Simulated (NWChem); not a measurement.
Species: GaPH$_{4}$; SMILES [PH2][GaH2]

```xyz
6

Ga    -0.0133     0.7621     0.0000
H     -0.0607     1.5272    -1.3700
H     -0.0607     1.5272     1.3700
P     -0.0794    -1.5491     0.0000
H      0.8627    -1.7211    -1.0577
H      0.8627    -1.7211     1.0577
```
Atoms are numbered in this order, from 1.

Results from NWChem. Coordinates come from a PBE0/def2-SVP optimisation.

### Question
Taking PBE0/pcseg-2 as the yardstick, which of these has the fewest basis functions while keeping “highest occupied level (eV)” within 0.1 eV of it: PBE0/def2-SVP; PBE0/pcseg-1; PBE0/aug-pcseg-1; PBE0/STO-3G?

### Answer
PBE0/pcseg-1.
| level | basis functions | highest occupied level (eV) |
|---|---|---|
| PBE0/STO-3G | 31 | -2.53 |
| PBE0/pcseg-1 | 65 | -7.29 |
| PBE0/def2-SVP | 70 | -7.20 |
| PBE0/aug-pcseg-1 | 99 | -7.28 |
| PBE0/pcseg-2 | 133 | -7.26 |

The yardstick is one finite set, not the basis-set limit.
